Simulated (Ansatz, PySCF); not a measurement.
Spin states of H2O2Pt (SMILES [OH][Pt][OH]), each relaxed with B3LYP-D3(BJ)/def2-TZVP.
State 1 (charge 0, multiplicity 3):
```xyz
5

Pt     0.0060    -0.3174    -0.0600
O      1.5512     0.0056    -1.0660
H      1.6037     0.7450    -1.6830
O     -1.5490    -0.4597     0.9726
H     -1.6658     0.0561     1.7791
```
State 2 (charge 0, multiplicity 1):
```xyz
5

Pt     0.223    -0.430     0.164
O      1.269    -0.084    -1.325
H      1.532     0.850    -1.362
O     -1.412    -0.573     1.025
H     -1.666     0.267     1.441
```

Singlets are restricted, other states unrestricted; no spin–orbit coupling, no relativity up to Kr; see below for the cores. The largest T1 diagnostic is 0.036.

Correlated levels freeze the inner cores; with def2 sets outer-core shells near the valence are correlated too.

Run with Ansatz (a program for electronic structure) with Gaussian orbitals; PySCF for the dispersion terms.  In def2 rows elements past Kr take small-core potentials, without spin–orbit coupling.

PBE/def2-TZVPP gives 0.058 eV for the energy of the multiplicity-1 state less that of the multiplicity-3 state.

### Question
Predict the shift from PBE, with its sign, for: PBE-D3(BJ)/def2-TZVPP, r2SCAN/def2-TZVPP, PBE0/def2-TZVPP, wB97M-V/def2-TZVPP, B2PLYP/def2-TZVPP, CCSD(T)/def2-SVP.

### Answer
PBE-D3(BJ)/def2-TZVPP -0.001; r2SCAN/def2-TZVPP 0.200; PBE0/def2-TZVPP 0.171; wB97M-V/def2-TZVPP 0.107; B2PLYP/def2-TZVPP 0.000; CCSD(T)/def2-SVP -0.061 eV. 4 of 6 lie above PBE; the widest gap is to r2SCAN/def2-TZVPP.

Doubts at one or more of the structures used: a restricted determinant that unrestricted orbitals would lower (B2PLYP/def2-TZVPP, CCSD(T)/def2-SVP).
